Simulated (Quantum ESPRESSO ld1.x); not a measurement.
Eu I, configuration [Xe] 4f7 6s2 (the NIST ground configuration). Method: Dirac Kohn-Sham, LDA (Slater exchange, Perdew-Wang correlation), spin-unpolarised, spherical densities, point nucleus; open shells fill j = l - 1/2 first; computed with ld1.x of Quantum ESPRESSO 7.5. Some entries of the table are withheld. Estimate them.

orbital  occ.  eigenvalue (hartree)  <r^2> (bohr^2)
1s1/2       2            -1774.0839       0.0006801
2s1/2       2             -291.2106         0.01063
2p1/2       2             -276.3702        0.007730
2p3/2       4             -252.5830        0.008968
3s1/2       2              -64.0480         0.07123
3p1/2       2              -57.6270             (1)
3p3/2       4              -52.7804             (2)
3d3/2       4                   (3)         0.05892
3d5/2       6                   (4)         0.06092
4s1/2       2              -12.6885          0.3624
4p1/2       2              -10.2096             (5)
4p3/2       4               -9.1344             (6)
4d3/2       4               -5.0477          0.4889
4d5/2       6               -4.8549          0.5049
5s1/2       2               -1.6410           2.150
5p1/2       2               -0.9748           2.786
5p3/2       4               -0.8338           3.168
6s1/2       2               -0.1382           20.19
4f5/2       6               -0.1131           1.325
4f7/2       1               -0.0905           1.409

Answer. 
(1) 3p1/2 <r^2> (bohr^2): 0.06643
(2) 3p3/2 <r^2> (bohr^2): 0.07359
(3) 3d3/2 eigenvalue (hartree): -41.6322
(4) 3d5/2 eigenvalue (hartree): -40.5766
(5) 4p1/2 <r^2> (bohr^2): 0.3823
(6) 4p3/2 <r^2> (bohr^2): 0.4222
